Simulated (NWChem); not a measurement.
System: C$_{2}$H$_{4}$F$_{2}$Si; SMILES [SiH3]/C(=C\F)F

Program: NWChem. Medium grid unless said otherwise, to which SCAN and Minnesota functionals are sensitive. The geometry was optimised at B3LYP/6-31G* (spherical d). Hybrids' shares of exact exchange are those that their runs print; pure functionals count as 0. The functionals differ in more than this share.

| row | share of exact exchange | highest occupied level (eV) |
|---|---|---|
| PBE/def2-TZVP | 0.00 | -6.30 |
| r2SCAN/def2-TZVP | 0.00 | -6.56 |
| TPSSh/def2-TZVP | 0.10 | -6.87 |
| B3LYP/def2-TZVP | 0.20 | -7.40 |
| PBE0/def2-TZVP | 0.25 | -7.62 |
| PW6B95/def2-TZVP | 0.28 | withheld |

Fit a straight line of the last column on the one before it, predict the withheld value, and compare with the run.


1. Means of the 5 shown rows: x = 0.110, y = -6.950. Slope Σ(x − x̄)(y − ȳ)/Σ(x − x̄)² = -0.2495/0.05200 = -4.798; intercept -6.422.
2. The shown rows scatter about the line by 0.084 (root mean square); the largest residual is -0.14, at r2SCAN/def2-TZVP.
3. At x = 0.28 (PW6B95/def2-TZVP; beyond the shown range) the line gives -7.77.
4. The run gives -7.75, +0.02 from the line, 0.2 times the scatter.
